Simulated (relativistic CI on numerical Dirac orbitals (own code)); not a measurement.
## Tl³³⁺: sensitivity of the levels to the model

Base calculation: Dirac-Coulomb-Breit CI, separate exchange-only KLI orbitals for each configuration, model QED, unscaled Slater integrals.

Configurations in the expansion (outside the closed core [Ar] 3d10): 4s2 4p6 4d10 4f2, 4s2 4p6 4d9 4f3, 4s2 4p6 4d10 4f 5s, 4s2 4p6 4d10 4f 5p, 4s2 4p5 4d10 4f3, 4s2 4p6 4d10 5s2, 4s2 4p6 4d10 5s 5p, 4s2 4p6 4d10 4f 5d, 4s 4p6 4d10 4f3, 4s2 4p6 4d10 5p2, 4s2 4p6 4d9 4f2 5s, 4s2 4p6 4d10 5s 5d, 4s2 4p6 4d9 4f 5s2, 4s2 4p6 4d10 4f 5f, 4s2 4p6 4d10 5p 5d, 4s2 4p6 4d9 4f2 5p. Levels of other configurations are missing.

Variants: (1) P86 correlation estimate; (2) only the first 3 configurations; (3) non-relativistic limit. Shifts of the energy above 4s2 4p6 4d10 4f2 3H_4, in cm⁻¹, for the lowest level and the first level of each name with at least 55 % of one term (blank where a level changes its place among those of its configuration and J or its character, or is not in the variant):

```tsv
Level	Base	Δ(1)	Δ(2)	Δ(3)
4s2 4p6 4d10 4f2 3H_4	0	0	0	0
4s2 4p6 4d10 4f2 3F_2	25875	+1	+1469	-9925
4s2 4p6 4d10 4f2 3H_5	49489	0	+24	-49489
4s2 4p6 4d10 4f2 3F_3	66125	+1	+1082	-50175
4s2 4p6 4d10 4f2 3H_6	86336	0	+366	-86336
4s2 4p6 4d10 4f2 3P_0	98826	+3	+3495	-23106
4s2 4p6 4d10 4f2 3F_4	120780	0	+521	
4s2 4p6 4d10 4f2 3P_1	126541	+2	+3706	-50820
4s2 4p6 4d10 4f2 1I_6	136218	+1	+1637	-64253
4s2 4p6 4d10 4f2 3P_2	167050	+2	+3406	-91330
4s2 4p6 4d10 4f2 1S_0	258320	+4	+1892	-77244
4s2 4p6 4d10 4f 5s 3F°_2	1845769	+12362	+13337	
4s2 4p6 4d10 4f 5s 3F°_3	1849832	+12535	+13418	
4s2 4p6 4d9 4f3 5G°_2	1864906	+1031	-664	-47510
4s2 4p6 4d10 4f 5s 3F°_4	1900468	+12448	+13303	
4s2 4p6 4d10 4f 5s 1F°_3	1906982	+12535	+13544	
4s2 4p6 4d9 4f3 5D°_0	1917027	+936	-1208	-91535
4s2 4p6 4d9 4f3 5L°_8	1925574	+936	-1638	-79178
4s2 4p6 4d9 4f3 5L°_9	1943641	+936	-1616	-97244
```

At this charge energies of transitions that change n are usually good to better than 1 %, and those within a shell (Δn = 0) to a few per cent. Terms inside the open d or f shell come out 10 to 20 % too wide with unscaled integrals.

Ionisation energy from the two ground configurations alone: base 1273.74 eV; P86 correlation estimate 1275.83 eV. The NIST ASD value (theoretical) is 1290 eV.

LS names give the leading component of a level, which can be under half, so a name can repeat, a term be missing and a line seem to break the LS rules.
